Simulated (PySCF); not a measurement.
A spin–spin coupling run with PySCF 2.14.0 with density-fitted response routines (density fitting, non-relativistic, gas phase) on SMILES C(#CC=O)B(O)O, C$_{3}$H$_{3}$BO$_{3}$:

```
$ OMP_NUM_THREADS=1 python probes_run.py task.json out

{"job": {"kind": "j", "xc": "BHandHLYP", "basis": "pcJ-1"}, "charge": 0, "multiplicity": 1}
O     -3.432353    -1.288461    -0.565556
C     -2.676745    -0.627500    -1.231830
C     -1.317809    -0.312441    -0.852561
C     -0.165158    -0.031051    -0.569784
B      1.295234     0.300882    -0.193144
O      2.248142    -0.575585    -0.598913
O      1.507506     1.441231     0.511841
H     -2.982561    -0.201304    -2.219019
H      3.149947    -0.353592    -0.349193
H      2.424200     1.626628     0.735922
```

Hardware: 1 thread of an Arm Neoverse V2, shared host. The job also computes field gradients.

Q: How large is the calculation?

A: 50 electrons, 219 basis functions and 769 auxiliary functions.

Q: How long does it take, and how much memory does it need?

A: 27 s of wall time, with 14 SCF cycles; peak memory 0.91 GiB. Times on a shared host scatter by some tens of per cent.

Q: And these other runs on the same molecule and hardware: GIAO shielding at B97-D/pcSseg-2; GIAO shielding at CAM-B3LYP/pcSseg-2; GIAO shielding at KT2/pcSseg-2; GIAO shielding at LC-wPBE/pcSseg-2; GIAO shielding at LDA/pcSseg-2; GIAO shielding at PBE/pcSseg-2?

A: B97-D/pcSseg-2: 294 functions, 41 s; CAM-B3LYP/pcSseg-2: 294 functions, 48 s; KT2/pcSseg-2: 294 functions, 41 s; LC-wPBE/pcSseg-2: 294 functions, 55 s; LDA/pcSseg-2: 294 functions, 34 s; PBE/pcSseg-2: 294 functions, 41 s.
